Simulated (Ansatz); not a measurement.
`BC[SiH](C)F` + H₂O → `BC[SiH](O)F` + CH₄  (formal hydrolysis of the Si–C bond)

Computed with Ansatz on PBE0-D4/def2-TZVP structures; ΔE is electronic, products minus reactants. CCSD(T)/CBS is the MP2 limit (def2-TZVPP, def2-QZVPP) plus CCSD(T) − MP2 in def2-TZVPP, frozen cores. This one scheme is used for every species. Functionals use def2-TZVPP. B3LYP here is the variant with VWN-RPA as its local correlation; programs differ in this. One conformer a species, not always the lowest.

`BC[SiH](C)F`:

Cartesian coordinates in Å:
```
B -0.207 -1.806 0.692
C -1.141 -0.699 0.189
Si -0.265 0.962 0.209
C 1.250 0.984 -0.858
F -1.309 2.041 -0.361
H -0.123 -2.056 1.861
H 0.505 -2.399 -0.068
H -1.448 -0.815 -0.857
H -2.017 -0.531 0.825
H 0.047 1.369 1.602
H 1.019 0.666 -1.877
H 2.004 0.301 -0.456
H 1.685 1.984 -0.900
```

H₂O:

Z-matrix (Å, degrees):
```
O
H 1 0.960
H 1 0.960 2 105.1
```

`BC[SiH](O)F`:

Z-matrix (Å, degrees):
```
C
Si 1 1.871
B 1 1.536 2 109.3
H 1 1.096 2 103.1 3 121.8
H 1 1.095 2 104.8 3 -123.3
F 2 1.598 1 106.4 3 168.8
O 2 1.631 1 113.0 3 47.9
H 2 1.474 1 113.6 3 -73.1
H 3 1.198 1 120.6 2 -92.4
H 3 1.197 1 120.9 2 84.4
H 7 0.958 2 119.6 1 43.4
```

CH₄:

Z-matrix (Å, degrees):
```
C
H 1 1.090
H 1 1.090 2 109.5
H 1 1.090 2 109.5 3 -120.0
H 1 1.090 2 109.5 3 120.0
```

(1) Is it downhill or uphill in electronic energy at CCSD(T)/CBS, and by how much? (Best estimate.)

(2) What do these levels give: B3LYP-D4, ωB97X-V, PBE, r2SCAN, HF/def2-TZVPP, SCS-MP2/def2-TZVPP, CCSD/def2-TZVPP, CCSD(T)/def2-TZVPP, HF/def2-QZVPP, MP2/def2-QZVPP, SCS-MP2/def2-QZVPP, CCSD/CBS(def2)? (An estimate is asked.)

Largest T1 diagnostic among the species: 0.012.

Results:

(1) Computed: Downhill: ΔE = -26.2 kcal/mol.

(2) Computed: B3LYP-D4 -27.5, ωB97X-V -26.9, PBE -25.4, r2SCAN -27.6, HF/def2-TZVPP -30.7, SCS-MP2/def2-TZVPP -27.8, CCSD/def2-TZVPP -27.2, CCSD(T)/def2-TZVPP -26.9, HF/def2-QZVPP -30.7, MP2/def2-QZVPP -26.7, SCS-MP2/def2-QZVPP -27.5, CCSD/CBS(def2) -26.5 kcal/mol.

The D4 term adds +0.8 kcal/mol with B3LYP and +0.5 kcal/mol with PBE0; it sums over pairs of atoms, weighted by their polarisabilities, and B3LYP, whose exchange is more repulsive, gets the larger term. In def2-TZVPP, CCSD(T) changes the Hartree–Fock value by +3.8 kcal/mol (the triples alone add +0.4 kcal/mol) and MP2 by +3.6 kcal/mol.
